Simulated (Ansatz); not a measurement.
Frontier orbitals of AlH$_{5}$Se (`[AlH3-][SeH2+]`).

Charge 0, multiplicity 1. Correlated methods include outer-core shells of Se, which these sets cover unevenly. Scalar relativity is left out up to krypton. Geometry: relaxed with PBE0-D4/def2-TZVP. Basis def2-TZVPP, Ansatz.

```tsv
functional	HOMO (eV)	LUMO (eV)	gap (eV)
LDA (SPW92)	-6.60	-1.95	4.65
PBE	-6.56	-1.85	4.71
revPBE	-6.53	-1.80	4.73
r2SCAN	-6.87	-1.61	5.26
PBE0	-7.82	-0.92	6.90
r2SCAN0	-8.02	-0.78	7.24
ωB97M-V	-10.07	1.05	11.12
```

Question: What is the vertical ionisation energy at frozen-core CCSD(T)/def2-TZVPP? (An estimate is asked.)

Answer: Ansatz gave: 10.40 eV (T1 of the cation 0.023).

Against PBE, PBE0 changes HOMO and LUMO by −1.26 and +0.92 eV, ωB97M-V by −3.51 and +2.89 eV. A gap of 4.71 eV thus becomes 11.11 eV for the same molecule, so an orbital gap means little without its functional. A positive LUMO is unbound and depends on the basis. −ε(HOMO) differs from that ionisation energy by −3.84 eV with PBE and −0.34 eV with ωB97M-V.
